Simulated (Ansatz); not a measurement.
The first iterations of a band of BF3 + BrH (6 atoms, charge 0, multiplicity 1).

The calculation used Ansatz, RHF/def2-SVP.

| Item | Value |
| --- | --- |
| movable images | 5 |
| climbing image | yes |
| spring | 5.0 eV/Å² |
| optimiser | quadratic models (default) |
| start path | through a guess of the saddle point |
| force threshold | 0.05 eV/Å |
| iteration limit | 60 |
| end points | relaxed |

Initial state:

```xyz
6
Properties=species:S:1:pos:R:3
B -0.009 0.446 -0.157
F -0.009 0.691 1.121
F 1.114 0.379 -0.802
F -1.134 0.309 -0.789
Br 0.101 -2.875 1.082
H 0.081 -2.233 2.336
```

Final state:

```xyz
6
Properties=species:S:1:pos:R:3
B 0.018 -0.493 -0.460
F 0.013 0.020 2.058
F 1.120 0.176 -0.595
F -1.124 0.106 -0.586
Br 0.079 -2.404 -0.243
H 0.039 -0.689 2.617
```

| iteration | highest image above the first end (eV) | largest band force component (eV/Å) |
| --- | --- | --- |
| 1 | 3.786 | 5.858 |
| 2 | 2.296 | 5.066 |
| 3 | 2.085 | 3.183 |
| 4 | 1.847 | 2.016 |
| 5 | 1.754 | 0.950 |
| 6 | 1.704 | 0.534 |
| 7 | 1.690 | 2.319 |
| 8 | 2.183 | 0.693 |

Problem. Does the band converge within its limit, and where does its top end?

Solution. The forces met the threshold. It ended after 26 iterations with the highest image 2.146 eV above the first end. Neighbouring images differ by up to 1.4 eV, so the band resolves the path poorly. A vibrational analysis at the climbing image gives one clearly imaginary mode, 1393i cm⁻¹: a first-order saddle point. The orbitals stay closed-shell, which can raise the energy where a bond breaks towards radicals; this wasn't checked here.

Time of the run: 3.3 min on 1 thread of Arm Neoverse V2 (shared host), peak memory 0.19 GiB.
